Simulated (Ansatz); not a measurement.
C2H8O2Si, SMILES `CC(O)[SiH2]O`. Charge 0, multiplicity 1.

```xyz
13

C    -1.4048   -0.7333   -0.0837
C    -0.4081    0.3328   -0.4813
O     0.3386   -0.1807   -1.6028
Si    0.8703    0.7090    0.8617
O     1.7239   -0.6650    1.1736
H    -2.0507   -0.9864   -0.9282
H    -2.0310   -0.3830    0.7402
H    -0.8968   -1.6444    0.2411
H    -0.9552    1.2380   -0.7804
H     0.8181    0.5473   -2.0075
H     0.2804    1.1473    2.1520
H     1.7548    1.7872    0.3245
H     1.9606   -1.1689    0.3908
```

(1) List the harmonic frequencies (cm⁻¹, unscaled) at PBE0-D4/def2-TZVP in Ansatz. (Estimate.)

(2) Is this a minimum?

(3) Give the ideal-gas thermochemistry at 298.15 K and 1 bar (rigid rotor, harmonic oscillator; point group C1, symmetry number 1).

(4) And at 400, 500, 600, 800 and 1000 K?

Answers

(1) The calculation gave: 66, 147, 201, 236, 275, 333, 379, 471, 606, 636, 722, 839, 892, 918, 925, 963, 1005, 1056, 1102, 1268, 1271, 1363, 1406, 1473, 1494, 2177, 2234, 3004, 3048, 3123, 3131, 3858, 3890.

(2) Yes, all 33 modes are real.

(3) Zero-point energy 266.2 kJ/mol; H(298) − E = 288.6 kJ/mol; entropy 350.3 J/(mol·K), of which translation 165.3, rotation 111.1, vibration 73.9; G(298) − E = 184.2 kJ/mol. Modes under 100 cm⁻¹ are hindered rotations or soft bends, so the harmonic entropy is rough.

(4) 
```tsv
T (K)	H − E (kJ/mol)	S (J/mol/K)	G − E (kJ/mol)
400	302.2	389.2	146.5
500	317.9	424.4	105.8
600	335.7	456.7	61.7
800	375.8	514.2	-35.5
1000	420.5	564.0	-143.5
```
